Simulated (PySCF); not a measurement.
`C(/CN(/C=C\F)C)=C/C`. Theory: PBE0-D3(BJ)/def2-SVP geometry optimisation, gas phase (PySCF 2.14.0).

```
atom  x, y, z in Å
C1    -2.6798   -0.6978   -0.3282
C2    -1.6074   -0.0308    0.4694
C3    -0.4732    0.5215    0.0211
C4     0.0158    0.5774   -1.3982
N5     1.2862   -0.0956   -1.5993
C6     1.2586   -1.5319   -1.4669
C7     2.4264    0.6091   -1.2848
C8     3.6634    0.2005   -0.9636
F9     4.0391   -1.0856   -0.8355
H10   -3.6402   -0.1677   -0.2137
H11   -2.4528   -0.7492   -1.4017
H12   -2.8490   -1.7261    0.0320
H13   -1.7866    0.0075    1.5512
H14    0.2099    0.9618    0.7579
H15    0.1404    1.6297   -1.7063
H16   -0.7216    0.1381   -2.0882
H17    0.3896   -1.9250   -2.0164
H18    2.1679   -1.9664   -1.8975
H19    1.1777   -1.8703   -0.4161
H20    2.3119    1.6956   -1.3440
H21    4.4831    0.9034   -0.8093
```

(1) Which two atoms are farthest apart?

(2) Give the dihedral angles C7–N5–C6–H17, C1–C2–C3–H14, C1–C2–C3–C4, C2–C3–C4–N5, C6–N5–C7–C8.

(3) Where is the centre of mass (commonest isotopes), and what is the radius of gyration?

(4) Work out the bond lengths C1–H12, C2=C3, C4–N5, C4–H16, C6–H17, C6–H18, C7=C8, C7–H20 in pm.

(5) How far apart are these pairs, which share no bond: C1···C3, C1···H21, C2···H10, N5···H19, H11···H16, H12···H16?

(6) How far are the heavy atoms from their best plane (unweighted least squares)?

(7) What is the repulsion energy of the bare nuclei, Σ ZA·ZB/RAB?

(8) What are the angles N5–C4–H16, C6–N5–C7, N5–C6–H17, H18–C6–H19?

(9) Write the matrix of distances between heavy atoms (Å, lower triangle).

Answers

(1) H10···H21, 8.22 Å; the next longest distance is 7.83 Å.

(2) C7–N5–C6–H17 -164° (antiperiplanar); C1–C2–C3–H14 -179° (antiperiplanar); C1–C2–C3–C4 -2° (synperiplanar); C2–C3–C4–N5 -119° (anticlinal); C6–N5–C7–C8 7° (synperiplanar). Dihedral signs follow IUPAC: positive where, seen along the central bond, the front bond turns clockwise onto the rear one.

(3) Mass 129.095 u; centre at (0.972, -0.227, -0.831) Å; Rg = √(Σ m r²/M) = 2.483 Å. As Ia + Ib + Ic = 2 Σ m r², the three principal moments sum to 1592.3 u·Å².

(4) For C1–H12 the difference vector is (-0.1692, -1.0283, 0.3602) Å, of length 1.1026 Å. C1–H12 110.3; C2=C3 133.9; C4–N5 145.2; C4–H16 110.1; C6–H17 110.1; C6–H18 109.6; C7=C8 134.2; C7–H20 109.4 pm.

(5) C1···C3 2.545 Å (2 bonds apart); C1···H21 7.355 Å (7 bonds apart); C2···H10 2.149 Å (2 bonds apart); N5···H19 2.136 Å (2 bonds apart); H11···H16 2.063 Å (5 bonds apart); H12···H16 3.535 Å (5 bonds apart).

(6) 0.558 Å rms; C1 0.09, C2 0.79, C3 0.49, C4 0.82, N5 0.70, C6 0.38, C7 0.28, C8 0.31, F9 0.67 Å (magnitudes).

(7) 446.04 Eh over 210 pairs, with full nuclear charges and distances in bohr; the largest single term is 21.23 Eh (C8 with F9).

(8) From the scalar product of the two bond vectors; for N5–C4–H16 it is -0.5024 Å² over 1.4516 × 1.1013 Å², cos θ = -0.3142. N5–C4–H16 108.3°; C6–N5–C7 120.3°; N5–C6–H17 109.0°; H18–C6–H19 108.2°.

(9) 
```
C1    0.000
C2    1.494  0.000
C3    2.545  1.339  0.000
C4    3.168  2.548  1.502  0.000
N5    4.208  3.558  2.470  1.452  0.000
C6    4.184  3.770  3.071  2.449  1.443  0.000
C7    5.357  4.445  3.181  2.413  1.377  2.446  0.000
C8    6.438  5.467  4.264  3.693  2.478  3.006  1.342  0.000
F9    6.749  5.891  4.866  4.390  3.024  2.886  2.382  1.346  0.000
```

Whether it is a minimum is left open (no frequencies). One conformer, not necessarily the lowest.
